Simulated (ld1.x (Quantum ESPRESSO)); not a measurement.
# Reading a pseudo-wave (Si (Z = 14))

Columns: radius, all-electron u(r) and pseudo u(r) of the 3p shell (level -4.23 eV) of silicon in the configuration [Ne] 3s1.75 3p2.25; PBE, scalar-relativistic, RRKJ scheme, ld1.x (Quantum ESPRESSO) 7.5.

```csv
r (bohr),all-electron,pseudo
0.095,0.0953,-0.0023
0.190,0.2076,-0.0094
0.285,0.2582,-0.0218
0.380,0.2503,-0.0401
0.475,0.2021,-0.0647
0.570,0.1303,-0.0959
0.665,0.0470,-0.1336
0.760,-0.0395,-0.1771
0.855,-0.1242,-0.2249
0.950,-0.2039,-0.2755
1.045,-0.2769,-0.3268
1.140,-0.3424,-0.3769
1.235,-0.4003,-0.4239
1.330,-0.4508,-0.4666
1.425,-0.4943,-0.5042
1.520,-0.5307,-0.5364
1.615,-0.5606,-0.5632
1.710,-0.5842,-0.5850
1.805,-0.6021,-0.6022
1.900,-0.6148,-0.6148
1.995,-0.6228,-0.6228
2.090,-0.6268,-0.6268
2.185,-0.6271,-0.6271
2.280,-0.6242,-0.6242
2.375,-0.6187,-0.6187
2.470,-0.6108,-0.6108
```

Task: How many radial nodes do the two functions have?

Result: The all-electron 3p function has n − l − 1 = 1; the pseudo-wave has 0, since the states of the same l below it are removed with the core.

Task: At about which radius was the pseudo-wave matched?

Result: 1.90 bohr, where the columns begin to agree (steps of 0.10 bohr).

Task: Is the pseudo-wave norm-conserving?

Result: Yes: the RRKJ scheme keeps the norm inside the radius equal to the all-electron one, which fixes the energy derivative of the logarithmic derivative at the level.
